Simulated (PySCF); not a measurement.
**Radial density of He (helium, neutral)**

UHF, 1s1 3d1, high-spin 3D determinant (an excited configuration). All numbers are calculated (PySCF 2.14, no relativity, point nucleus, in aug-cc-pVTZ with one added diffuse shell each of s, p, d type (5s4p3d, 32 functions)).

```json
{"r (bohr)": "0.0105", "4πr²ρ (e/bohr)": "0.003362", "4πr²(ρα − ρβ)": "0.0034"}
{"r (bohr)": "0.0176", "4πr²ρ (e/bohr)": "0.009401", "4πr²(ρα − ρβ)": "0.0094"}
{"r (bohr)": "0.0296", "4πr²ρ (e/bohr)": "0.02578", "4πr²(ρα − ρβ)": "0.0258"}
{"r (bohr)": "0.0498", "4πr²ρ (e/bohr)": "0.06760", "4πr²(ρα − ρβ)": "0.0676"}
{"r (bohr)": "0.0838", "4πr²ρ (e/bohr)": "0.1646", "4πr²(ρα − ρβ)": "0.1646"}
{"r (bohr)": "0.141", "4πr²ρ (e/bohr)": "0.3680", "4πr²(ρα − ρβ)": "0.3680"}
{"r (bohr)": "0.237", "4πr²ρ (e/bohr)": "0.6971", "4πr²(ρα − ρβ)": "0.6971"}
{"r (bohr)": "0.399", "4πr²ρ (e/bohr)": "1.023", "4πr²(ρα − ρβ)": "1.0229"}
{"r (bohr)": "0.671", "4πr²ρ (e/bohr)": "0.9715", "4πr²(ρα − ρβ)": "0.9715"}
{"r (bohr)": "1.13", "4πr²ρ (e/bohr)": "0.4561", "4πr²(ρα − ρβ)": "0.4561"}
{"r (bohr)": "1.90", "4πr²ρ (e/bohr)": "0.1088", "4πr²(ρα − ρβ)": "0.1088"}
{"r (bohr)": "3.19", "4πr²ρ (e/bohr)": "0.3291", "4πr²(ρα − ρβ)": "0.3291"}
{"r (bohr)": "5.37", "4πr²ρ (e/bohr)": "0.1393", "4πr²(ρα − ρβ)": "0.1393"}
{"r (bohr)": "9.03", "4πr²ρ (e/bohr)": "3.869e-05", "4πr²(ρα − ρβ)": "0.0000"}
```

The outer electron is Rydberg-like, and this basis confines it to a smaller radius and binds it less than a complete one would. At UHF the highest occupied level has a positive energy, so only the finite basis holds that electron; for this excited configuration the basis is too tight for the outer shell.
